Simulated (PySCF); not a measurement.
A structure optimised at PBE-D3(BJ)/def2-SVP, used in a PySCF frequency run:

```xyz
9

Mg     0.3124    -1.1163     0.0000
I     -0.0538     1.4503     0.0000
C      0.6089    -3.2075     0.0000
C     -0.6651    -4.0678     0.0000
H      1.2406    -3.4493    -0.8843
H      1.2406    -3.4493     0.8843
H     -1.3018    -3.8800     0.8905
H     -1.3018    -3.8800    -0.8905
H     -0.4387    -5.1579     0.0000
```
Charge 0, spin multiplicity 1.

### Question
Write its SMILES, formula and point group.

### Answer
C[CH2][Mg][I], C2H5IMg, Cs

### Question
What are its rotational constants (standard atomic weights)?

### Answer
22.612, 0.73215, 0.71556 GHz
